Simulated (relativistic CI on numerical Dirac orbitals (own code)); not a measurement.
# Tc⁴⁺: resonant inelastic scattering at the L2,3 edge

Computed with this model: Dirac-Coulomb-Breit CI, orbitals from a KLI potential per configuration, a model potential for QED, valence Slater integrals scaled by 0.8, Kramers-Heisenberg scattering through one core-hole configuration in a parametric crystal field; configurations [Kr] 4d3 → [He] 2s2 2p5 3s2 3p6 3d10 4s2 4p6 4d4; 300 K; core-hole width 2.4 eV; summed over polarisations. Incident energies are the highest absorption maxima for each field (at most a few, so the weaker spin-orbit partner edge can be absent), on the computed scale of the free ion. Intensities are in per cent of the strongest line above 0.02 eV; levels within 1 cm⁻¹ are merged; final levels count from the ground level, the first row holds all elastic scattering, lines under 0.4 are left out and each table stops after 24 rows. The scale of the Slater integrals is a model choice and moves the terms in proportion.

Field parameters in Wybourne normalisation: Oh B⁴₀ = 21Dq, B⁴₄ = √(5/14) B⁴₀. The field is a parameter set, without covalency.

S is read from ⟨S²⟩ = S(S + 1).

Oh, 10Dq = 7250 cm⁻¹:

```
Final level (eV)  Degeneracy  Irrep     S  2684.7 eV  2801 eV
           0.000           4     Γ8  1.49     5130.6    681.2
           0.874           2     Γ7  1.50       30.7     14.2
           0.874           4     Γ8  1.47       67.3     55.8
           0.928           4     Γ8  1.49       74.8     50.6
           0.959           2     Γ6  1.49       23.9     17.8
           1.433           2     Γ7  1.48       13.3     23.7
           1.463           4     Γ8  1.43       37.0     34.8
           1.518           4     Γ8  1.33      100.0     23.6
           1.607           2     Γ6  1.43       85.9      6.4
           1.731           4     Γ8  0.62       40.1     38.1
           1.844           2     Γ6  0.58       40.4     43.4
           1.860           4     Γ8  0.82       51.6     43.0
           2.357           4     Γ8  0.60       88.2     73.6
           2.379           2     Γ7  0.54       27.8     20.5
           2.415           2     Γ6  0.93       34.2      5.6
           2.482           4     Γ8  1.28       58.8     10.3
           2.538           2     Γ6  1.04       23.8      2.3
           2.615           4     Γ8  1.14       28.4     32.1
           2.622           2     Γ7  1.13       23.9     40.8
           2.673           4     Γ8  0.97       18.4      9.9
           2.687           2     Γ6  0.77       11.4      5.4
           2.707           2     Γ7  1.02       12.6      9.0
           2.868           4     Γ8  0.71       13.8     12.6
           3.002           4     Γ8  0.59        4.1      3.5
```

Oh, 10Dq = 16350 cm⁻¹:

```
Final level (eV)  Degeneracy  Irrep     S  2684.5 eV  2800.5 eV
           0.000           4     Γ8  1.50     2286.0      459.7
           1.686           4     Γ8  0.72        7.5       56.8
           1.790           4     Γ8  0.55       13.5       27.8
           1.831           2     Γ6  0.67       11.9       38.3
           1.985           2     Γ7  1.49       34.3       13.9
           2.019           4     Γ8  1.47      100.0       60.5
           2.112           2     Γ6  1.41       47.2        8.1
           2.123           4     Γ8  1.37       89.5        7.5
           2.634           2     Γ7  0.80       18.2       47.8
           2.636           4     Γ8  0.65       36.5       52.6
           2.935           2     Γ6  1.46       43.6        1.6
           2.946           4     Γ8  1.43       27.8       21.3
           2.966           4     Γ8  1.48       52.6        7.4
           2.976           2     Γ7  1.32       18.7        2.6
           3.527           2     Γ6  0.59        2.0        0.9
           3.764           2     Γ7  0.51        3.5        4.4
           3.769           2     Γ6  0.51        2.5        1.6
           3.773           4     Γ8  0.52       11.9        6.6
           3.861           4     Γ8  0.57        2.3        1.9
           4.061           4     Γ8  0.57        1.5        1.0
           4.397           4     Γ8  0.87       11.4        8.9
           4.404           2     Γ6  0.75        6.8        4.2
           4.543           2     Γ7  1.48        2.8        4.0
           4.571           4     Γ8  1.45        5.7        5.7
```

For the first field the strongest loss at the lowest incident energy is the level at 1.52 eV (S = 1.33, against 1.49 in the thermal ground state). Levels of other spin, the first over 8 % at 1.73 eV, appear because spin-orbit coupling of the core hole, and in heavier ions of the valence shell too, mixes spins.
